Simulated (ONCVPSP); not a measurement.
## Ga (Z = 31): ONCV pseudisation with PBE, scalar-relativistic reference atom.

* Element: gallium (Ga)
* Generator: ONCVPSP 4.0.1
* Type: optimised norm-conserving Vanderbilt (ONCV)
* Functional: PBE
* Relativity: scalar-relativistic
* Frozen core: [Ne]
* Valence charge: 21
* Reference configuration: 3s2 3p6 3d10 (charge +3)
* Partial waves: 3s: rc 1.00 bohr, ncon 4, nbas 8, qcut 15.9 1/bohr, 3 projectors, debl 2.3 Ha; 3p: rc 0.75 bohr, ncon 4, nbas 8, qcut 8.8 1/bohr, 2 projectors, debl 2.3 Ha; 3d: rc 0.90 bohr, ncon 4, nbas 9, qcut 21.3 1/bohr, 1 projector
* Local potential: polynomial inside 0.70 bohr (lpopt 3, dvloc0 -1 Ha)
* Core correction: Teter function fitted to the true core (icmod 2), fcfact 0.5

In the s channel the program set the typed energies aside and used -6.680, 0.250, 2.550 Ha. In the p channel the program set the typed energies aside and used -4.869, 0.250 Ha.

All-electron outer shells of the reference configuration (PBE, scalar-relativistic, ld1.x):

```tsv
shell	level (eV)	outermost node (bohr)	outermost maximum (bohr)
3s	-181.77	0.27	0.56
3p	-132.49	0.24	0.56
3d	-52.49	–	0.53
```

(1) Estimate the cutoffs (Ha) at which the residual kinetic energy of the hardest occupied pseudo-wave falls to 1 and 0.1 mHa per electron.

(2) Does the potential have ghost states?

Results:

(1) 148 Ha and 184 Ha.

(2) No bound ghost flagged; no localised positive-energy state flagged.

Its largest configuration-test error is +6.0 meV (3s2 3p6 3d10 4s2). 1 of 4 tests not solved or not reliable.
